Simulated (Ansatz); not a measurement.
Total energies of the cluster Mg2Zn⁻ from Ansatz at r2SCAN/def2-TZVPD, gas phase (1 Eh = 27.2114 eV = 2625.5 kJ/mol). The reference geometry is relaxed at PBE0/def2-TZVPD.

```tsv
atom	x (Å)	y (Å)	z (Å)
Mg1	1.4308	0.2466	-0.9444
Mg2	-0.5263	1.0517	1.2715
Zn3	-0.9045	-1.2983	-0.3271
```

```json
{"state": "charge -1 doublet", "geometry": "reference", "energy (Eh)": "-2179.49474"}
{"state": "charge 0 singlet", "geometry": "reference", "energy (Eh)": "-2179.45979"}
{"state": "charge -1 quartet", "geometry": "relaxed at PBE0/def2-TZVPD", "energy (Eh)": "-2179.45593"}
```

Task: Work out the vertical ionisation energy to the singlet.

Result: E(charge 0 singlet) − E(charge -1 doublet) = -2179.45979 − (-2179.49474) = 0.03495 Eh = 0.95 eV. For comparison, −ε of the highest occupied level of the spin that leaves is -0.68 eV at this level, 1.63 eV less.

Task: Which of the charge -1 states is lowest, and how far above it are the others?

Result: The doublet. quartet: -2179.45593 − (-2179.49474) = 0.03881 Eh = 101.9 kJ/mol.

At r2SCAN/def2-TZVPD the highest occupied level of the charge -1 doublet lies above zero (up to 0.68 eV). By energy differences its removal costs 0.95 eV (vertical, to the charge 0 singlet, at r2SCAN/def2-TZVPD); a positive level beside a positive removal energy at the same level points to self-interaction error. At r2SCAN/def2-TZVPD the highest occupied level of the charge -1 quartet lies above zero (up to 0.73 eV). It is a level of α spin, whose loss leaves a triplet; that state wasn't run at this geometry and level. The electron is either unbound and held by the finite basis, or the level is raised by self-interaction error. The restricted singlet is unstable towards broken spin symmetry in Hartree–Fock (as tested in another run); at r2SCAN/def2-TZVPD this wasn't settled. 

The structure comes from a short search, and lower isomers may exist.
